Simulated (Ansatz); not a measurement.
Two structures of GeH$_{5}$O$_{2}$F, singlet, reached by relaxing down either side of one saddle point (PBE0-D4/def2-TZVP). Energies are electronic, without zero-point energy. Program: Ansatz 0.2.0. Basis: def2-TZVPP and def2-QZVPP. Cores are frozen in the correlated methods. Filled d shells of the heavier atoms are correlated. The def2 sets are not built for correlating such inner shells, so the correlated values are less sure here. Extrapolation: Hartree–Fock as exp(−7.88 √X), correlation as X^−2.97. First:

```
9
angstrom
Ge -1.0398 -1.0402 0.0840
F 0.6966 -1.2178 0.3301
H -1.5898 -2.4433 0.3757
H -1.5160 0.0047 1.0909
H -1.2259 -0.6387 -1.3800
H 1.6012 0.4023 0.5193
O 1.6614 1.3708 0.4647
O 0.5068 1.6552 -0.3216
H 0.9055 1.9071 -1.1631
```

Second:

```
9
angstrom
Ge -1.1966 -0.3060 -0.1061
F 1.9494 -0.9043 1.6405
H -0.9083 -1.5877 -0.8887
H -1.6590 -0.5483 1.3318
H -2.0891 0.6698 -0.8798
H 1.4749 -0.3231 1.0692
O 0.3992 0.5510 0.1515
O 0.9436 0.7466 -1.1620
H 1.0860 1.7018 -1.1566
```

(1) Which bonds change from the first to the second?

(2) Give the saddle point's structure and its height above each. (An estimate is asked for; the value comes from the calculation.)

T1 diagnostic: at most 0.014.

Answers

(1) GeH₃F ([F][GeH3]) + H₂O₂ ([OH][OH]) → GeH₄O₂ ([OH][O][GeH3]) + HF; bonds formed: Ge1–O7, F2–H6; bonds broken: Ge1–F2, H6–O7.

(2) By the calculation: 1.290 eV above the first and 1.081 eV above the second (CCSD(T) at an estimated basis limit (MP2 extrapolated from triple and quadruple zeta, plus CCSD(T) − MP2 in triple zeta)).
Ge1  (-0.888, -0.572, 0.198)
F2  (0.860, -1.131, 1.166)
H3  (-0.741, -1.905, -0.539)
H4  (-1.575, -0.540, 1.562)
H5  (-1.650, 0.384, -0.762)
H6  (1.161, -0.004, 0.627)
O7  (0.629, 0.819, 0.155)
O8  (1.103, 0.992, -1.171)
H9  (1.100, 1.956, -1.236)
(Å)

Labels in which every atom is bracketed show which atoms are joined, not bond orders.

For scale, one of the runs: CCSD(T)/def2-TZVPP, 211 basis functions (an equivalent command: `ansatz run in.yaml --threads 4`). The run took 100 s on 4 CPU threads (shared host), with 3.2 GiB of host memory at its peak.
